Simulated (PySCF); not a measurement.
Correlation energy of He (helium, neutral)

1s2, closed-shell 1S. Calculation: PySCF 2.14, in x2c-TZVPall; the spin-free X2C one-electron Hamiltonian (Gaussian nucleus). Frozen: nothing; 2 electrons correlated.

Total MP2 correlation energy: -26.71 mhartree.

Same-spin part 0.00 and opposite-spin part -26.71 mhartree; SCS-MP2 scales them by 1/3 and 6/5 to -32.06 mhartree.

With two correlated electrons CCSD is exact within the correlated space (frozen core and kept virtual orbitals).

```
level  correlation energy (mhartree)
 CCSD                         -33.07
```

Diagnostics: T1 = 0.0022, D1 = 0.0031, largest double amplitude 0.056.

Cost of the coupled-cluster step: 0.02 s of wall time on 1 thread of Neoverse-V2 (shared host), for 2 correlated electrons.

Iterations:

```
CC2 = 0
CCSD nocc = 1, nmo = 6
frozen orbitals []
max_cycle = 100
direct = 0
conv_tol = 1e-08
conv_tol_normt = 1e-06
diis_space = 8
diis_start_cycle = 0
Init t2, MP2 energy = -2.88670721675177  E_corr(MP2) -0.0267142730936912
Init E_corr(CCSD) = -0.0267142730941203
cycle = 1  E_corr(CCSD) = -0.0317612776212973  dE = -0.00504700453  norm(t1,t2) = 0.0141274
cycle = 2  E_corr(CCSD) = -0.0327790587810295  dE = -0.00101778116  norm(t1,t2) = 0.00335822
cycle = 3  E_corr(CCSD) = -0.0330797415002677  dE = -0.000300682719  norm(t1,t2) = 0.000931096
cycle = 4  E_corr(CCSD) = -0.0330720271556948  dE = 7.71434457e-06  norm(t1,t2) = 8.45238e-05
cycle = 5  E_corr(CCSD) = -0.0330719555359018  dE = 7.1619793e-08  norm(t1,t2) = 1.21703e-06
cycle = 6  E_corr(CCSD) = -0.033071955567645  dE = -3.17431637e-11  norm(t1,t2) = 6.73895e-08
CCSD converged
E(CCSD) = -2.893064899225723  E_corr = -0.03307195556764497
```
